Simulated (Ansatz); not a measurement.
`O=[CH][GeH3]` + `OCC1CO1` → `O=COCC1CO1` + GeH₄  (substitution at a C–Ge bond)

Isolated molecules relaxed with PBE0-D4/def2-TZVP in Ansatz; ΔE leaves out vibrations. CCSD(T)/CBS adds triple-zeta CCSD(T) − MP2 to the extrapolated MP2 energy (def2 sets, frozen cores). Functionals use def2-TZVPP. B3LYP here is the variant with VWN-RPA as its local correlation; programs differ in this. For Ge outer-core shells are correlated without core-valence functions, which leaves a few kJ/mol of doubt a bond. Scalar relativity is left out up to krypton. Each species was taken in one conformer, which may not be the lowest.

`O=[CH][GeH3]`:

Cartesian coordinates in Å:
```
O 1.653 -0.482 -1.208
C 1.147 -0.290 -0.138
Ge -0.786 0.198 0.083
H 1.758 -0.381 0.791
H -0.867 1.550 0.812
H -1.444 0.276 -1.298
H -1.461 -0.871 0.958
```

`OCC1CO1`:

Z-matrix (Å, degrees):
```
C
C 1 1.496
O 1 1.408 2 111.7
H 1 1.099 2 109.0 3 123.6
H 1 1.093 2 110.0 3 -118.0
O 2 1.425 1 114.8 3 -74.5
C 2 1.458 1 121.6 3 -141.9
H 2 1.089 1 115.7 3 61.1
H 3 0.962 1 107.4 2 58.1
H 7 1.087 2 119.5 1 -154.6
H 7 1.088 2 119.4 1 -1.9
```

`O=COCC1CO1`:

```xyz
13

O     1.099    1.564    1.113
C     0.514    2.035    0.183
O     0.119    1.386   -0.913
C     0.425   -0.012   -0.975
C    -0.665   -0.824   -0.340
C    -0.533   -1.328    1.021
O    -0.329   -2.176   -0.101
H     0.220    3.091    0.096
H     1.378   -0.215   -0.484
H     0.503   -0.240   -2.039
H    -1.663   -0.664   -0.746
H     0.359   -1.077    1.587
H    -1.428   -1.539    1.600
```

GeH₄:

Z-matrix (Å, degrees):
```
Ge
H 1 1.534
H 1 1.534 2 109.5
H 1 1.534 2 109.5 3 -120.0
H 1 1.534 2 109.5 3 120.0
```

```
             level  ΔE (kJ/mol)  difference from CCSD(T)/CBS
            PBE-D4        -72.2                         -5.5
         r2SCAN-D4        -79.6                        -12.9
           PBE0-D4        -74.4                         -7.7
          B3LYP-D4        -72.5                         -5.8
           ωB97X-V        -77.2                        -10.5
           ωB97M-V        -73.4                         -6.7
            B2PLYP        -71.8                         -5.1
               PBE        -69.7                         -3.0
            r2SCAN        -78.6                        -11.9
              PBE0        -72.0                         -5.3
             B3LYP        -68.8                         -2.1
     HF/def2-TZVPP        -77.6                        -10.9
    MP2/def2-TZVPP        -72.6                         -5.9
SCS-MP2/def2-TZVPP        -70.1                         -3.4
   CCSD/def2-TZVPP        -68.7                         -2.0
CCSD(T)/def2-TZVPP        -70.8                         -4.1
     HF/def2-QZVPP        -77.4                        -10.7
    MP2/def2-QZVPP        -70.2                         -3.5
SCS-MP2/def2-QZVPP        -67.6                         -0.9
      HF/CBS(def2)        -77.4                        -10.7
     MP2/CBS(def2)        -68.5                         -1.8
    CCSD/CBS(def2)        -64.7                          2.0
       CCSD(T)/CBS        -66.7                            0
```

Largest T1 diagnostic among the species: 0.014.

In def2-TZVPP, CCSD(T) changes the Hartree–Fock value by +6.8 kJ/mol (the triples alone add −2.0 kJ/mol) and MP2 by +5.0 kJ/mol. The D4 term adds −3.7 kJ/mol with B3LYP and −2.3 kJ/mol with PBE0; it sums over pairs of atoms, weighted by their polarisabilities, and B3LYP, whose exchange is more repulsive, gets the larger term.
